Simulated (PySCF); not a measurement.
**Cost of excited-state runs on `COCOC[C@@H](C)F`, C5H11FO2**

Cartesian coordinates in Å; atom numbers follow the order of the lines, from 1:
```xyz
19

C     2.658    1.219   -0.127
O     2.185    0.319   -1.109
C     1.754   -0.900   -0.589
O     0.594   -0.806    0.179
C    -0.555   -0.460   -0.572
C    -1.767   -0.439    0.355
C    -2.922    0.373   -0.211
F    -2.199   -1.738    0.550
H     2.926    2.133   -0.653
H     1.888    1.432    0.620
H     3.541    0.810    0.378
H     2.509   -1.337    0.081
H     1.600   -1.550   -1.463
H    -0.422    0.528   -1.033
H    -0.718   -1.199   -1.369
H    -1.463   -0.078    1.345
H    -3.797    0.247    0.422
H    -3.165    0.029   -1.213
H    -2.657    1.425   -0.247
```

PySCF with density fitting, on 1 thread of an Arm Neoverse V1, shared host. Command: `OMP_NUM_THREADS=1 python excited_run.py task.json out`

(1) How long does this run take, and how much memory?
- magnetisability and related constants, KT3/pcSseg-1; isotopologues

Results:

(1) 
| run | level | basis functions | wall time | peak memory (GiB) |
| --- | --- | --- | --- | --- |
| magnetisability and related constants | KT3/pcSseg-1 | 191 | 48 s | 0.73 |

Times from a shared host are rough.
